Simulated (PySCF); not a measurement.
Molecule: SMILES C[CH]CO, doublet. Atoms near the plane z = 0.0 Å, at the B3LYP/def2-SVP optimised geometry (x, y, z in Å): C3 (0.1, 0.6, 0.0), O4 (-0.3, 2.0, 0.0), H5 (-0.9, -2.0, -0.2), H9 (-0.2, 0.1, 0.9), H10 (1.2, 0.6, 0.0), H11 (-1.2, 2.0, -0.1).

Level of theory: unrestricted B3LYP/def2-TZVP in PySCF 2.14.0. Cells within 0.4 Å of a nucleus heavier than hydrogen are left out (blank, or x). The values are rescaled to run from 0 to 1.

```
|5555555555555555555555555555555|
|5555555555555555555555555555555|
|5555555555555555555555555555555|
|5555555555555555555555555555555|
|5555555555556666655555555555555|
|5555555555666666665555555555555|
|5555555556666787666555555555555|
|5555555556667814866655555555555|
|5555555566603xxx776655555555555|
|5555555566625xxx876665555555555|
|5555555556667834776666555555555|
|5555555556666753666666555555555|
|555555555566665xx44466655555555|
|555555555566669xx11056655555555|
|555555555566665xx55566655555555|
|5555555555666666666666555555555|
|5555555555666666666665555555555|
|5555555555666666666655555555555|
|5555555555666666666555555555555|
|5555555555666666665555555555555|
|5555555556666666665555555555555|
|5555555556665666665555555555555|
|5555555556662566665555555555555|
|5555555556666666655555555555555|
|5555555555666666555555555555555|
|5555555555566665555555555555555|
|5555555555555555555555555555555|
|5555555555555555555555555555555|
|5555555555555555555555555555555|
|5555555555555555555555555555555|
|5555555555555555555555555555555|
```
Scale: ten equal steps from 0.000 (start of '0') to 1.00 (end of '9'), in the order '0123456789'; x runs from -4.50 to 4.50, y from -4.50 (bottom) to 4.50 (top).

Question: Which quantity is mapped?
A. Laplacian of the electron density
B. spin density
C. deformation density (molecule minus spherical neutral atoms)
D. log10 of the electron density

Answer: A, Laplacian of the electron density. In full: Laplacian of the electron density (e/bohr⁵), clipped to [-1.50, 1.50].
